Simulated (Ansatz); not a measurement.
Compare A (`C/C=C(\F)C(F)F`) with its isomer B (`FC1[C@@H](F)C[C@@H]1F`).

Computed with Ansatz on PBE0-D4/def2-TZVP structures; ΔE is electronic, products minus reactants. CCSD(T)/CBS adds triple-zeta CCSD(T) − MP2 to the extrapolated MP2 energy (def2 sets, frozen cores). DFT in def2-TZVPP. B3LYP here is the variant with VWN-RPA as its local correlation; programs differ in this. One conformer a species, not always the lowest.

Which is lower in electronic energy at CCSD(T)/CBS, and by how much? (Best estimate.)

Ansatz gave: A, by 11.4 kcal/mol.

Give E(B) − E(A) in kcal/mol with PBE-D4, HF/def2-TZVPP, CCSD/def2-TZVPP, r2SCAN-D4, LDA (SPW92), B3LYP-D4, CCSD(T)/def2-SVP. (An estimate is asked.)

The calculation gave: PBE-D4 12.1, HF/def2-TZVPP 13.9, CCSD/def2-TZVPP 11.1, r2SCAN-D4 13.2, LDA (SPW92) 9.7, B3LYP-D4 14.5, CCSD(T)/def2-SVP 13.5. None reverses the order clearly.

Does the order hold for the free energy at 298.15 K (harmonic terms from PBE0-D4)? (Estimate.)

Ansatz gave: Yes: G(B) − G(A) = +13.4 kcal/mol, for one conformer each.

Largest T1 diagnostic: 0.012.

Leaving LDA and LC-ωPBE aside and taking each functional with its dispersion term where it has one, the values, not all of them listed here, spread over 7.9 kcal/mol, from ωB97X-V to BLYP-D4. LDA lies −2.7 kcal/mol from PBE without D4. In def2-TZVPP, CCSD(T) changes the Hartree–Fock value by −2.3 kcal/mol (the triples alone add +0.5 kcal/mol) and MP2 by −2.8 kcal/mol.
